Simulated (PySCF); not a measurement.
Species: sum formula Si2H4F (charge -1, singlet). It need not be the lowest isomer of its formula. Whether it binds its extra electron was not tested at this geometry. 
Coordinates optimised at B3LYP-D3(BJ)/def2-TZVP (Ansatz):
```xyz
7

F     -1.6720    -0.7913    -0.3765
Si    -0.6305     0.2475     0.3836
Si     1.5890     0.1162    -0.3667
H     -1.2534     1.5946     0.1132
H     -1.0051     0.0072     1.8262
H      1.8926     1.3397     0.5155
H      1.9949    -0.9120     0.6965
```
Charge -1, spin multiplicity 1.

Dispersion corrections to the total energy (kcal/mol) from the dftd3 and dftd4 libraries through PySCF: D3(BJ) without and D4 with the three-body term, each with the damping fitted for the functional named.

```tsv
functional	D3(BJ)	D4
r2SCAN	-0.83	(withheld)
HSE06	-2.27	-3.10
HF	(withheld)	-13.57
PW6B95	-1.91	-3.34
CAM-B3LYP	-2.71	-3.38
BLYP	(withheld)	-8.61
TPSSh	-3.71	-4.78
```

**Question.** What belongs in the gaps?

**Answer.** 
- r2SCAN, D4: -0.92
- HF, D3(BJ): -26.68
- BLYP, D3(BJ): -7.00
